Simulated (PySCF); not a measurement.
Be(Me)(OMe) (C₂H₆BeO), SMILES [Be]([O]C)[CH3].

Geometry: PBE0-D3(BJ)/def2-SVP. Other conformers were not sampled.

Computed with PBE0-D3(BJ)/def2-SVP run with PySCF.

Harmonic, unscaled wavenumbers; measured fundamentals usually lie a few per cent lower.

A small imaginary wavenumber (i) marks a very flat motion, where grid noise or a shallow saddle decides the sign.

Modes within 1.5 cm⁻¹ of each other (mostly degenerate sets) share a row, with their intensities summed.

Estimate the vibrational spectrum. (The exact figures need the calculation; the answer reports its results.)


```csv
mode,ν (cm⁻¹),IR (km/mol),Raman (Å⁴/amu),depolarisation,moving atoms (share of kinetic energy)
1,6i,0.0,0.0,–,H 100 %
2–3,66,9.7,0.0,–,"O 47 %, H 25 %, C 25 %"
4–5,282,41.0,0.5,0.75,"Be 58 %, H 27 %, O 14 %"
6,544,0.9,11.5,0.14,"C 69 %, H 21 %, O 10 %"
7–8,701,199.0,2.7,0.75,"H 61 %, Be 19 %, C 19 %"
9,1124,7.3,1.1,0.06,"Be 34 %, C 29 %, H 23 %, O 13 %"
10–11,1193,0.2,2.2,0.75,"H 76 %, C 19 %"
12,1225,7.4,3.9,0.23,"H 66 %, C 27 %"
13–14,1424,1.7,21.8,0.75,H 96 %
15,1472,185.4,23.6,0.49,"H 73 %, C 21 %"
16–17,1476,5.3,47.1,0.75,H 97 %
18,1603,532.4,2.7,0.14,"Be 44 %, O 41 %, H 11 %"
19,3010,102.8,189.0,0.00,H 97 %
20,3038,1.5,142.7,0.00,H 97 %
21–22,3094,79.7,220.2,0.75,"H 90 %, C 10 %"
23–24,3133,15.9,205.0,0.75,"H 91 %, C 9 %"
```
